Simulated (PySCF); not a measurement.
A PySCF script (with the pyscf-properties extension) for the NMR shieldings of SMILES C=N[C@]12C[C@](B(F)F)(C1)C2, C6H8BF2N, on a PBE0-D3(BJ)/def2-SVP geometry:

```python
import basis_set_exchange as bse
import numpy as np
from pyscf import gto, dft
from pyscf.prop import nmr

atoms = """
C     2.722646   -0.637336    0.689476
N     2.101095   -0.578044   -0.408877
C     0.738687   -0.211152   -0.388859
C    -0.194838    0.149724    0.801377
C    -1.072521    0.268743   -0.484330
B    -2.576732    0.649354   -0.491215
F    -3.498682   -0.211274   -0.099543
F    -2.998636    1.844861   -0.858789
C    -0.419625   -1.064343   -0.947015
C     0.129609    0.988173   -1.146391
H     3.784651   -0.920848    0.698523
H     2.252367   -0.415549    1.667846
H     0.008538    1.092736    1.333188
H    -0.463741   -0.662252    1.495080
H    -0.410718   -1.252925   -2.031220
H    -0.682988   -1.967480   -0.375385
H     0.181023    0.949208   -2.244883
H     0.381378    1.988232   -0.761008
"""
names = dict.fromkeys(["C", "N", "B", "F", "H"], "pcSseg-1")
basis = {el: gto.basis.parse(bse.get_basis(n, elements=[el], fmt="nwchem")) for el, n in names.items()}
mol = gto.M(atom=atoms, basis=basis, charge=0, verbose=0)
mf = dft.RKS(mol, xc="GGA_XC_KT3")
mf.grids.level = 2
mf.grids.alignment = dft.numint.BLKSIZE   # the property module wants whole blocks of grid points
mf.conv_tol = 1e-9
mf.kernel()

calc = nmr.RKS(mf)   # GIAO
sigma = calc.kernel()   # uncoupled for a functional without exact exchange
for i, s in enumerate(sigma):   # ppm
    w = np.linalg.eigvalsh((s + s.T) / 2)
    print("%2d %-2s iso %8.1f  s11 %8.1f  s22 %8.1f  s33 %8.1f" % (i, mol.atom_pure_symbol(i), w.mean(), *w))
```

Q: What are the results?

A: 
```
 0 C  iso     39.9  s11    -49.7  s22     43.7  s33    125.8
 1 N  iso   -118.8  s11   -428.5  s22   -152.8  s33    224.8
 2 C  iso    118.9  s11     86.2  s22    103.2  s33    167.4
 3 C  iso    131.3  s11    120.1  s22    129.9  s33    143.7
 4 C  iso    163.2  s11    152.6  s22    161.4  s33    175.5
 5 B  iso     77.4  s11     58.8  s22     81.8  s33     91.6
 6 F  iso    244.1  s11     67.8  s22    296.3  s33    368.0
 7 F  iso    240.8  s11     65.6  s22    294.1  s33    362.6
 8 C  iso    125.9  s11    121.2  s22    122.7  s33    133.7
 9 C  iso    128.0  s11    121.9  s22    126.1  s33    136.0
10 H  iso     24.4  s11     22.9  s22     24.2  s33     25.9
11 H  iso     24.1  s11     21.2  s22     23.5  s33     27.4
12 H  iso     29.4  s11     25.9  s22     27.4  s33     35.0
13 H  iso     29.4  s11     25.9  s22     27.5  s33     34.9
14 H  iso     29.1  s11     25.8  s22     27.1  s33     34.4
15 H  iso     29.5  s11     26.4  s22     27.4  s33     34.8
16 H  iso     29.2  s11     26.0  s22     27.1  s33     34.4
17 H  iso     29.6  s11     26.5  s22     27.5  s33     35.0
```

These numbers come from an equivalent density-fitted implementation of the same equations, which agrees with the script to about 0.01 ppm for H and up to a few tenths of a ppm for heavy atoms, so last digits may differ.

Size and cost of the density-fitted run: 210 basis functions, 2.5 min wall time on 1 thread of an Intel Xeon, shared host; peak memory 0.78 GiB.
